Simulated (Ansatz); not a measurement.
Consider the formal hydrolysis of a Ga–Se bond: `[NH2][GaH][SeH]` + H₂O → `[NH2][GaH][OH]` + H₂Se.

Calculated with Ansatz (gas phase, PBE0-D4/def2-TZVP geometries, no zero-point term in ΔE). CCSD(T)/CBS adds triple-zeta CCSD(T) − MP2 to the extrapolated MP2 energy (def2 sets, frozen cores). This one scheme is used for every species. DFT in def2-TZVPP. B3LYP here is the variant with VWN-RPA as its local correlation; programs differ in this. For Ga, Se outer-core shells are correlated without core-valence functions, which leaves a few kJ/mol of doubt a bond. Scalar relativity is left out up to krypton. One conformer a species, not always the lowest.

`[NH2][GaH][SeH]`:

Z-matrix (Å, degrees):
```
N
Ga 1 1.809
H 1 1.005 2 123.5
H 1 1.005 2 124.2 3 -179.7
Se 2 2.330 1 115.0 3 -179.9
H 2 1.554 1 121.8 3 0.0
H 5 1.467 2 92.2 1 -179.2
```

H₂O:

Z-matrix (Å, degrees):
```
O
H 1 0.960
H 1 0.960 2 105.1
```

`[NH2][GaH][OH]`:

Cartesian coordinates in Å:
```
N -0.954 0.619 -0.418
Ga 0.315 -0.659 -0.209
O 1.521 -0.428 1.090
H -1.032 1.449 0.143
H -1.672 0.572 -1.120
H 0.413 -1.930 -1.086
H 1.409 0.377 1.599
```

H₂Se:

Z-matrix (Å, degrees):
```
Se
H 1 1.467
H 1 1.467 2 91.2
```

| level | ΔE (kJ/mol) | difference from CCSD(T)/CBS |
| --- | --- | --- |
| LDA (SPW92) | 48.2 | -2.8 |
| PBE-D4 | 51.8 | 0.8 |
| BLYP-D4 | 43.5 | -7.5 |
| B3LYP-D4 | 47.4 | -3.6 |
| BHLYP-D4 | 51.2 | 0.2 |
| B2PLYP | 43.3 | -7.7 |
| PBE-QIDH | 52.9 | 1.9 |
| revPBE | 48.7 | -2.3 |
| r2SCANh | 49.5 | -1.5 |
| BHLYP | 45.1 | -5.9 |
| HF/def2-SVP | 40.7 | -10.3 |
| CCSD(T)/def2-SVP | 35.3 | -15.7 |
| HF/def2-TZVPP | 44.9 | -6.1 |
| MP2/def2-TZVPP | 48.8 | -2.2 |
| CCSD/def2-TZVPP | 45.4 | -5.6 |
| CCSD(T)/def2-TZVPP | 45.9 | -5.1 |
| CCSD(T)/CBS | 51.0 | 0 |

Largest T1 diagnostic among the species: 0.014.

At CCSD(T), def2-SVP lies −15.7 kJ/mol from the extrapolated value and def2-TZVPP −5.1 kJ/mol. From PBE to PBE0 (25 % exact exchange), in def2-TZVPP and without D4, ΔE moves by +4.4 kJ/mol.
